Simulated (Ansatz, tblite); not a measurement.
Isomers of Li$_{14}$⁺ (doublet), found by a short tight-binding search and relaxed with PBE/def2-SVP in Ansatz.

The xTB rows come from tblite. HSE06 is defined as in plane-wave codes, on full-range PBE exchange. Correlated methods freeze no core orbitals; core or outer-core shells of Li are correlated, in sets that lack core-valence functions.

Run but left out: HF/def2-SVP, HF/def2-TZVP, MP2/def2-SVP, MP2/def2-TZVP, CCSD/def2-SVP, CCSD(T)/def2-SVP (A: ⟨S²⟩ 2.30 to 2.68, where a pure state has 0.75).

A: At B2PLYP/def2-TZVP the charge 1 doublet is spin-contaminated (final ⟨S²⟩ up to 0.83, 0.75 for a pure state). B: At r2SCAN/def2-TZVP, PBE0/def2-SVP, PBE0/def2-TZVP, B2PLYP/def2-TZVP the charge 1 doublet is spin-contaminated (final ⟨S²⟩ up to 0.92, 0.75 for a pure state). C: At B2PLYP/def2-TZVP the charge 1 doublet is spin-contaminated (final ⟨S²⟩ up to 0.83, 0.75 for a pure state).

Other spin states weren't relaxed.

A:

```tsv
atom	x (Å)	y (Å)	z (Å)
Li1	0.484	-1.578	3.615
Li2	0.783	-1.749	-1.637
Li3	2.290	-1.781	1.138
Li4	-1.995	2.128	-2.417
Li5	-1.782	1.696	0.807
Li6	0.687	3.393	-1.188
Li7	0.897	1.367	-3.643
Li8	-2.535	-1.326	2.494
Li9	2.732	0.886	-1.224
Li10	1.389	1.359	1.593
Li11	-0.222	-0.825	1.079
Li12	0.045	0.850	-1.083
Li13	-2.288	-0.986	-0.733
Li14	-0.486	-3.433	1.200
```

B:

```xyz
14

Li   -3.125    1.584    0.034
Li    1.824    1.086    0.443
Li   -1.095   -2.746   -0.748
Li   -0.469    1.335    2.162
Li   -1.940   -0.130   -2.743
Li    2.863    0.549    3.034
Li    3.850   -0.798    0.226
Li   -1.168   -0.172   -0.164
Li   -3.855   -1.298   -0.707
Li   -2.441   -1.210    1.970
Li    1.298   -0.654   -1.688
Li    3.383    1.675   -1.859
Li    0.963   -1.378    1.460
Li   -0.089    2.157   -1.420
```

C:

Cartesian coordinates in Å:
```
Li 0.356 -3.241 -0.303
Li -1.138 3.530 0.790
Li 1.150 -1.900 -3.044
Li -3.491 1.401 0.730
Li -0.915 0.756 0.711
Li -1.386 1.474 3.208
Li 3.228 -2.061 -0.550
Li -0.194 1.672 -1.893
Li 2.951 0.602 -2.286
Li 1.700 1.777 0.669
Li 0.992 -0.618 -0.740
Li -1.810 -1.081 -1.272
Li 0.882 -1.073 2.054
Li -2.326 -1.239 1.923
```

D:

```csv
atom,x (Å),y (Å),z (Å)
Li1,2.787,-1.558,2.068
Li2,-3.449,2.870,-0.235
Li3,-2.631,0.838,-2.500
Li4,0.174,-3.306,1.768
Li5,0.433,-0.029,-2.194
Li6,-0.126,-0.148,2.658
Li7,1.535,1.521,0.587
Li8,-0.628,2.980,-1.411
Li9,0.864,-1.120,0.282
Li10,-1.491,-2.062,-0.783
Li11,-1.386,0.853,0.077
Li12,1.538,-3.304,-1.081
Li13,-0.970,3.178,1.693
Li14,3.351,-0.713,-0.930
```

Task: Estimate which lies lowest at each level, and how far above it the others are (kJ/mol).

Result: 
```csv
level,A,B,C,D
GFN1-xTB,9.1,6.4,6.5,0.0
PBE/def2-SVP,4.1,0.0,5.3,5.2
PBE/def2-TZVP,3.1,0.0,3.5,5.3
r2SCAN/def2-TZVP,4.2,0.0,4.3,6.9
PBE0/def2-SVP,6.2,0.0,7.8,7.2
PBE0/def2-TZVP,5.1,0.0,5.5,7.0
HSE06/def2-TZVP,4.8,0.0,5.2,6.6
ωB97X-V/def2-TZVP,8.6,0.0,9.3,10.4
B2PLYP/def2-TZVP,5.0,0.0,4.8,3.8
```
Point groups (tolerance 0.1 Å): A C2, B Cs, C not assigned, D Cs. A and C have the same bonds, so they are conformers or stereoisomers. Lower isomers may exist.
